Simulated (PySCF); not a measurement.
# RuO₃⁺: from structure and modes to constants

These are results of PySCF, UPBE0, basis Ru def2-TZVP with ECP28, O def2-TZVP (scalar-relativistic core potentials, no spin–orbit coupling, density fitting), not measurements.

The doublet minimum has C3v symmetry. Masses (u): Ru 101.90435, O 15.99492.

```xyz
4
charge 1 multiplicity 2, angstrom
Ru    0.0000    0.0000   -0.1378
O     1.5831    0.0000    0.2926
O    -0.7916    1.3710    0.2926
O    -0.7916   -1.3710    0.2926
```

Harmonic wavenumbers (cm⁻¹): 237.4 (a1, ×1), 342.7 (e, ×2), 1027.8 (e, ×2), 1048.6 (a1, ×1).

**Question.** Find the principal moments of inertia and the rotational constants. What kind of rotor is it?

**Answer.** About the centre of mass I = 66.175, 66.175, 120.26 u Å². With B = 16.8576/I this gives 0.2547, 0.2547, 0.1402 cm⁻¹. The molecule is an oblate symmetric top.

**Question.** Find the vibrational entropy and heat capacity at 298.15 K.

**Answer.** With u = 1.43878 ω/T, each mode gives S = R[u/(eᵘ−1) − ln(1−e⁻ᵘ)] and C = R u² eᵘ/(eᵘ−1)².
```csv
ω (cm⁻¹),u,S (J/(mol K)),C (J/(mol K))
237.4,1.146,7.62,7.46
342.7 (×2),1.654,5.02,6.65
1027.8 (×2),4.960,0.35,1.45
1048.6,5.060,0.32,1.37
```
The sums over all modes are S = 18.7 and C = 25.0 J/(mol K); the softest mode gives 41 % of the entropy (each member, where degenerate).

**Question.** Give the standard entropy (298.15 K, 1 bar) by its translational, rotational, vibrational and spin parts, and Cp.

**Answer.** Sackur–Tetrode with M = 149.89 u gives 171.3; rotation with symmetry number 3 gives 94.2; vibration 18.7; spin R ln 2 = 5.8. The total is 289.9 J/(mol K), and Cp = 4 R + 25.0 = 58.3 J/(mol K).

Only a few start shapes were tried, so a lower isomer may exist. Open d and f shells are described by one determinant, and the ground state may have another occupation or spin.
